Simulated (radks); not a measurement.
The numbers below are computed, except where a source is named.
All-electron atom: Ar VII in [Ne] 3s2.

Level of theory: scalar-relativistic Kohn-Sham, LDA (Slater exchange, Perdew-Wang correlation), spin-unpolarised, spherical densities, point nucleus (a radial shooting solver on a logarithmic mesh with Libxc functionals).

Energy parts (hartree):
part                       energy
total                  -516.42353
kinetic                 518.99853
electron-nucleus      -1182.48730
Hartree                 173.26336
exchange-correlation    -26.19812

Orbitals (lengths in bohr, moments of r in powers of bohr; r(max) is where P^2 peaks):
orbital,occ.,eigenvalue (hartree),<r^4>,r(max),<r^2>,<r>
1s,2,-118.6843,0.0002541,0.05620,0.009931,0.08592
2s,2,-15.01579,0.07227,0.3383,0.2016,0.4125
2p,6,-12.61643,0.06219,0.2790,0.1726,0.3731
3s,2,-4.26947,3.836,1.074,1.597,1.185
3p,0,-3.65532,4.724,1.104,1.743,1.231
4s,0,-1.90971,62.00,2.380,6.662,2.433

The highest occupied level is 3s at -116.18 eV. The density falls to 0.001 e/bohr^3 at r = 2.38 bohr. Summed over all electrons, <r^2> = 4.652 bohr^2, which gives a Langevin (diamagnetic) susceptibility term of -3.68 x 10^-6 cm^3/mol. For comparison, the ionisation energy in NIST's Atomic Spectra Database is 124.4 eV (semi-empirical). In exact Kohn-Sham theory the highest level is minus the ionisation energy, but local and semilocal functionals leave it too shallow, through self-interaction and a potential that decays too fast; potentials with the right tail come closer.
